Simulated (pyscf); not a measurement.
A first-order saddle from PySCF, ωB97X-D3(BJ)/def2-SVP:

```xyz
9

Ga     0.6250     0.2151     0.5028
C      1.3514    -1.3892    -0.1993
H      2.2173    -0.2023     0.7878
H      1.1800    -2.4127     0.1732
H      2.1653    -1.3170    -0.9308
C     -0.9665     0.7605     1.5124
H     -0.8001     0.5519     2.5820
H     -1.8501     0.1968     1.1753
H     -1.1668     1.8363     1.4040
```
Charge 0, spin multiplicity 2.

Surface: doublet, charge 0. Lowest wavenumbers (cm⁻¹): 1593i, 19, 134, 249, 562.

Q: Which two sides does it connect, and which bonds change?

A: •H₂C–GaH–CH₃ ⇌ [H₃C–Ga–CH₃]•, a hydrogen shift read from left to right: Ga–H broken and C–H formed. At ωB97M-D3(BJ)/def2-TZVP it lies +1.62 eV from the left side and +2.54 eV from the right (each side as separated species at their lowest minima found). One saddle was located; it need not be the lowest between these sides. Elements up to Kr have no core potential and no relativistic terms here.
